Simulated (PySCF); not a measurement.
**KMg⁺: energy against distance**

Set-up: PySCF, no relativity, basis sets K pcseg-2, Mg pcseg-2. Energies in eV from K⁺ + Mg in their ground configurations at the same level. State: ¹Σ⁺ (singlet), closed shell.

All columns are PBE0. A positive dipole points towards Mg; it is taken about the centre of mass and depends on that origin.

| R (Å) | E (eV) | μ (D) | Mulliken charge on K (basis-dependent) | HOMO (eV) | LUMO (eV) | Mayer bond order | ⟨S²⟩ |
| --- | --- | --- | --- | --- | --- | --- | --- |
| 3.225 | -0.219 | -2.05 | 0.68 | -9.82 | -5.38 | 0.54 | 0.00 |
| 3.375 | -0.286 | -2.26 | 0.70 | -9.71 | -5.39 | 0.51 | 0.00 |
| 3.525 | -0.322 | -2.52 | 0.73 | -9.59 | -5.39 | 0.47 | 0.00 |
| 3.638 | -0.334 | -2.73 | 0.75 | -9.50 | -5.40 | 0.44 | 0.00 |
| 3.750 | -0.337 | -2.96 | 0.77 | -9.42 | -5.40 | 0.41 | 0.00 |
| 3.862 | -0.333 | -3.21 | 0.78 | -9.33 | -5.40 | 0.39 | 0.00 |
| 4.013 | -0.321 | -3.56 | 0.81 | -9.21 | -5.40 | 0.35 | 0.00 |
| 4.200 | -0.297 | -4.03 | 0.83 | -9.07 | -5.41 | 0.31 | 0.00 |
| 4.425 | -0.264 | -4.63 | 0.86 | -8.90 | -5.41 | 0.26 | 0.00 |
| 4.725 | -0.218 | -5.46 | 0.89 | -8.69 | -5.42 | 0.20 | 0.00 |

A fit through these points gives, at Re = 3.739 Å, μ = -2.94 D and dμ/dR = -2.13 D/Å; the reduced mass is 14.85 u.

Q: How strong is the fundamental in the double-harmonic approximation, I = 42.26·(dμ/dR)²/μred km/mol?

A: I = 42.26·(-2.13)²/14.85 = 12.9 km/mol at PBE0.

Closed-shell solutions of metal pairs were not tested for spin polarisation, which can lower them a little. The bond is weak. Basis-set superposition, not corrected here, can be much of De in a small basis, most of all at correlated wavefunction levels. For an ion De counts to the pair picked by the measured ionisation energies or electron affinities, which need not be the lowest pair at this level.
